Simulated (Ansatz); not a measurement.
Cost and result for the atomization energy of ClH$_{6}$NO$_{2}$Si$_{2}$, SMILES `O[SiH](O)N[SiH2]Cl` (12 atoms, 11 bonds).

Z-matrix (Å, degrees):
```
Si
O 1 1.637
N 1 1.729 2 106.3
O 1 1.629 2 107.6 3 -123.2
H 1 1.476 2 115.1 3 120.8
H 2 0.961 1 118.1 3 -48.1
Si 3 1.707 1 126.9 2 -11.0
H 3 1.010 1 116.6 2 158.9
H 4 0.959 1 118.1 2 48.7
Cl 7 2.077 3 111.5 1 64.4
H 7 1.479 3 109.2 1 -177.5
H 7 1.477 3 112.0 1 -52.4
```

Charge 0, multiplicity 1. The structure was optimised at the PBE0-D4/def2-TZVP level. It is one conformer, not always the lowest. Program: Ansatz. All runs use 2 threads of an AMD EPYC 7R13 on a shared host and a share of an NVIDIA H100 80 GB. Times are those of one run each, without the atoms' runs, and a repeat can differ threefold. Electronic energies, without spin–orbit coupling; frozen cores. CCSD(T)/CBS adds CCSD(T) − MP2 in def2-TZVPP to the MP2 limit, and its time is that of the two runs behind it. T1 = 0.011. B3LYP takes the VWN-RPA correlation (the form of Gaussian; ORCA's B3LYP/G).

CCSD(T)/CBS is a level of theory with its own doubt, some kJ/mol a heavy atom from the limit and from the frozen cores, so smaller differences don't rank the functionals.

```
                             level  functions  wall time  atomization (kcal/mol)  difference from CCSD(T)/CBS  per bond
                PBE0-D4/def2-TZVPP        303      2.1 s                  1037.1                        -18.5      -1.7
 B3LYP-D4/def2-TZVPP (with forces)        303      2.6 s                  1045.0                        -10.6      -1.0
r2SCAN-D4/def2-TZVPP (with forces)        303      2.6 s                  1048.6                         -7.0      -0.6
   PBE-D4/def2-TZVPP (with forces)        303      2.7 s                  1055.5                         -0.1       0.0
                 B2PLYP/def2-TZVPP        303      2.9 s                  1035.3                        -20.3      -1.8
                ωB97X-V/def2-TZVPP        303      3.2 s                  1055.3                         -0.3       0.0
                    MP2/def2-QZVPP        561      3.7 s                  1064.9                          9.3       0.8
  ωB97M-V/def2-TZVPP (with forces)        303      3.8 s                  1055.4                         -0.2       0.0
                CCSD(T)/def2-TZVPP        303      4.1 s                  1019.7                        -35.9      -3.3
                 CCSD(T)/CBS(def2)          –      7.8 s                  1055.6                          0.0       0.0
```

The D4 term adds +12.9 kcal/mol with B3LYP and +6.8 kcal/mol with PBE0; it sums over pairs of atoms, weighted by their polarisabilities, and B3LYP, whose exchange is more repulsive, gets the larger term. From PBE to PBE0 (25 % exact exchange), in def2-TZVPP and without D4, the atomization energy moves by −17.2 kcal/mol: exact exchange takes away binding that semilocal exchange gives to molecules. In def2-TZVPP, CCSD(T) changes the Hartree–Fock value by +271.7 kcal/mol (the triples alone add +15.8 kcal/mol) and MP2 by +295.2 kcal/mol; breaking electron pairs costs correlation energy, which Hartree–Fock lacks.
